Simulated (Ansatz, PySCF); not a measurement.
FH4O4Si, SMILES O[Si-](O)(O)(O)F, charge -1.

Geometry optimised at PBE0-D3(BJ)/def2-SVPD. Other conformers were not sampled.

Estimates of the vertical detachment energy (IE) of the anion in eV. Rows of orbital energies are one-electron estimates, which approximate functionals can put far too low.

| level | IE |
|---|---|
| −ε(HOMO), −ε(LUMO), B3LYP/def2-SVPD (PySCF) | [?] |
| −ε(HOMO), −ε(LUMO), PBE/def2-SVPD (PySCF) | 1.69 |
| ΔSCF, PBE0/def2-TZVPD (Ansatz), final states of multiplicity 2 | 5.52 |
| ΔSCF, PBE/def2-TZVPD (Ansatz), final states of multiplicity 2 | 4.81 |

Question: Fill in the missing entries. (Estimate from the structure and the level; the computed values follow.)

Answer: 
- −ε(HOMO), −ε(LUMO), B3LYP/def2-SVPD (PySCF), IE: 3.14

Question: What vertical singlet–triplet gap does ΔSCF give with PBE0/def2-TZVPD (Ansatz, a program for electronic structure) and with PBE/def2-TZVPD (Ansatz)? (The exact figures need the calculation; the answer reports its results.)

Answer: 5.90 and 5.19 eV (triplet above singlet where positive).
